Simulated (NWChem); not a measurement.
The numbers come from NWChem runs, not from measurements. System: F₂Si, charge 0, spin multiplicity 1, at a geometry optimised with PBE/def2-SVP. The structure started from a generated list of species. Level: CCSD(T)/def2-TZVP, 7 core orbitals frozen.

The NWChem input:

```
start mol
memory heap 100 mb stack 700 mb global 1900 mb
geometry units angstroms nocenter noautoz
  Si     0.000000     0.000000     0.590612
  F     -1.266018     0.000000    -0.459365
  F      1.266018     0.000000    -0.459365
  symmetry group C2v
end
basis spherical
  * library def2-tzvp
end
scf
  rhf
  nopen 0
  maxiter 100
  thresh 1e-7
  semidirect memsize 60000000 filesize 0
end
tce
  freeze core 7
  ccsd(t)
  2eorb
  2emet 13
  thresh 1e-6
  maxiter 100
  tilesize 24
end
task tce energy
```

Output (cleaned and shortened):

```
             Northwest Computational Chemistry Package (NWChem) 7.3.0
             --------------------------------------------------------

                                NWChem Input Module
                                -------------------

 Scaling coordinates for geometry "geometry" by  1.889725989
 (inverse scale =  0.529177249)

 Turning off AUTOSYM since
 SYMMETRY directive was detected!

                             Geometry "geometry" -> ""
                             -------------------------

 Output coordinates in angstroms (scale by  1.889725989 to convert to a.u.)

  No.       Tag          Charge          X              Y              Z
 ---- ---------------- ---------- -------------- -------------- --------------
    1 Si                  14.0000     0.00000000     0.00000000     0.59061200
    2 F                    9.0000    -1.26601800     0.00000000    -0.45936500
    3 F                    9.0000     1.26601800     0.00000000    -0.45936500

 Effective nuclear repulsion energy (a.u.)      98.0054281715

            Nuclear Dipole moment (a.u.)
            ----------------------------
        X                 Y               Z
 ---------------- ---------------- ----------------
     0.0000000000     0.0000000000    -0.0000037795

      Symmetry information
      --------------------

 Group name             C2v
 Group number             16
 Group order               4
 No. of unique centers     2

      Symmetry unique atoms

     1    2


 Summary of "ao basis" -> "" (spherical)
 ------------------------------------------------------------------------------
       Tag                 Description            Shells   Functions and Types
 ---------------- ------------------------------  ------  ---------------------
 *                         def2-tzvp                  on all atoms

 Summary of "ao basis" -> "ao basis" (spherical)
 ------------------------------------------------------------------------------
       Tag                 Description            Shells   Functions and Types
 ---------------- ------------------------------  ------  ---------------------
 Si                        def2-tzvp                13       37   5s5p2d1f
 F                         def2-tzvp                11       31   5s3p2d1f

                                 NWChem SCF Module
                                 -----------------

  ao basis        = "ao basis"
  functions       =    99
  atoms           =     3
  closed shells   =    16
  open shells     =     0
  charge          =   0.00
  wavefunction    = RHF
  use symmetry    = T
  symmetry adapt  = T

 Summary of "ao basis" -> "ao basis" (spherical)
 ------------------------------------------------------------------------------
       Tag                 Description            Shells   Functions and Types
 ---------------- ------------------------------  ------  ---------------------
 Si                        def2-tzvp                13       37   5s5p2d1f
 F                         def2-tzvp                11       31   5s3p2d1f

      Symmetry analysis of basis
      --------------------------

        a1         37
        a2         13
        b1         30
        b2         19

 Forming initial guess at       0.1s

      Superposition of Atomic Density Guess
      -------------------------------------

 Sum of atomic energies:        -487.67156724

      Non-variational initial energy
      ------------------------------

 Total energy =    -487.795368
 1-e energy   =    -873.957552
[...]
  ----- ------------  ---------------      ----- ------------  ---------------
    20      1.193834  1 Si pz                 5     -0.806130  1 Si s
    42      0.553249  2 F  s                 73      0.553249  3 F  s
    49      0.189317  2 F  px                80     -0.189317  3 F  px

 center of mass
 --------------
 x =   0.00000000 y =   0.00000000 z =  -0.02666404

 moments of inertia (a.u.)
 ------------------
          63.435633835790           0.000000000000           0.000000000000
           0.000000000000         280.918203286829           0.000000000000
           0.000000000000           0.000000000000         217.482569451039

  Mulliken analysis of the total density
  --------------------------------------

    Atom       Charge   Shell Charges
 -----------   ------   -------------------------------------------------------
    1 Si  14    13.20   2.00  0.59  1.38  1.05  0.77  4.10  1.74  0.41  0.61  0.13  0.18  0.15  0.10
    2 F    9     9.40   0.77  1.20  0.59  1.01  0.33  2.23  2.30  0.95  0.00  0.01  0.00
    3 F    9     9.40   0.77  1.20  0.59  1.01  0.33  2.23  2.30  0.95  0.00  0.01  0.00

       Multipole analysis of the density wrt the origin
       ------------------------------------------------

     L   x y z        total         open         nuclear
     -   - - -        -----         ----         -------
     0   0 0 0     -0.000000      0.000000     32.000000

     1   1 0 0      0.000000      0.000000      0.000000
     1   0 1 0      0.000000      0.000000      0.000000
     1   0 0 1      0.613715      0.000000     -0.000004

     2   2 0 0    -19.205243      0.000000    103.026735
     2   1 1 0      0.000000      0.000000      0.000000
     2   1 0 1      0.000000      0.000000      0.000000
     2   0 2 0    -14.322571      0.000000      0.000000
     2   0 1 1      0.000000      0.000000      0.000000
     2   0 0 2    -17.718241      0.000000     31.003292

                   NWChem Extensible Many-Electron Theory Module
                   ---------------------------------------------


            General Information
            -------------------
      Number of processors :     1
         Wavefunction type : Restricted Hartree-Fock
          No. of electrons :    32
           Alpha electrons :    16
            Beta electrons :    16
           No. of orbitals :   198
            Alpha orbitals :    99
             Beta orbitals :    99
        Alpha frozen cores :     7
         Beta frozen cores :     7
     Alpha frozen virtuals :     0
      Beta frozen virtuals :     0
         Spin multiplicity : singlet
    Number of AO functions :    99
       Number of AO shells :    35
        Use of symmetry is : on
      Symmetry adaption is : on
         Schwarz screening : 0.10D-09

          Correlation Information
          -----------------------
          Calculation type : Coupled-cluster singles & doubles w/ perturbation
   Perturbative correction : (T)
            Max iterations :      100
        Residual threshold : 0.10D-05
     T(0) DIIS level shift : 0.00D+00
     L(0) DIIS level shift : 0.00D+00
     T(1) DIIS level shift : 0.00D+00
     L(1) DIIS level shift : 0.00D+00
     T(R) DIIS level shift : 0.00D+00
     T(I) DIIS level shift : 0.00D+00
   CC-T/L Amplitude update :  5-th order DIIS
                I/O scheme : Global Array Library
        L-threshold :  0.10D-05
        EOM-threshold :  0.10D-05
 no EOMCCSD initial starts read in
 TCE RESTART OPTIONS
 SLICE:      F
 D4D5:       F
 quantumc:   F
 qrotation:  F
 pwtce:      F
 qducc:      F
 nacto:                         0
 nrotv:                         0
 nrot:                          0

            Memory Information
            ------------------
          Available GA space size is     249026999 doubles
          Available MA space size is     104850220 doubles

 Maximum block size supplied by input
 Maximum block size        24 doubles

 tile_dim =     17

 -------------------------------------------------

 Global array virtual files algorithm will be used

 Parallel file system coherency ......... OK

 4-electron integrals stored in orbital form

 v2    file size   =          3565951
 4-index algorithm nr.  13 is used
 imaxsize =       30
 imaxsize ichop =        0


CCSD iterations
 ---------------------------------------------------------
 Iter          Residuum       Correlation     Cpu    Wall
 ---------------------------------------------------------
    1   0.2039875343359  -0.5985630981539     1.2     1.2
    2   0.0467059301300  -0.5944453317101     1.2     1.2
    3   0.0160990023130  -0.6048958220793     1.2     1.2
    4   0.0077484363720  -0.6053995148430     1.2     1.2
    5   0.0033822900532  -0.6064750095711     1.3     1.3
    6   0.0013738915737  -0.6067857933731     1.4     1.4
    7   0.0006474338237  -0.6068537620203     1.4     1.4
    8   0.0003454122075  -0.6068601619585     1.3     1.3
    9   0.0001975933549  -0.6068673853202     1.4     1.4
   10   0.0001119489729  -0.6068747765149     1.3     1.3
   11   0.0000204440653  -0.6068824728356     1.3     1.3
   12   0.0000090636751  -0.6068819392489     1.2     1.2
   13   0.0000047121155  -0.6068825357845     1.2     1.2
   14   0.0000025330619  -0.6068824002487     1.4     1.4
   15   0.0000014726409  -0.6068824756056     1.2     1.2
   16   0.0000003728641  -0.6068824519420     1.2     1.2
 -----------------------------------------------------------------
 Iterations converged
 CCSD correlation energy / hartree =        -0.606882451942042
 CCSD total energy / hartree       =      -488.612730851588708

 Singles contributions

 Doubles contributions
    17b2  (alpha)    17b2  (beta ) ---    16a1  (alpha)    16a1  (beta )       -0.1092804862
 CCSD(T)
 Using plain CCSD(T) code
             total no. of tasks         1540
 total no. of tasks / no. procs         1540
                         wl_min         1728           3.5
                         wl_max       277440           8.1
        thresh for no. of tasks         1540

 CCSD[T]  correction energy / hartree =        -0.020681494198952
 CCSD[T] correlation energy / hartree =        -0.627563946140994
 CCSD[T] total energy / hartree       =      -488.633412345787633
 CCSD(T)  correction energy / hartree =        -0.019070481503909
 CCSD(T) correlation energy / hartree =        -0.625952933445951
 CCSD(T) total energy / hartree       =      -488.631801333092596

 Task  times  cpu:       61.9s     wall:       61.9s

 Total times  cpu:       62.0s     wall:       62.0s
```
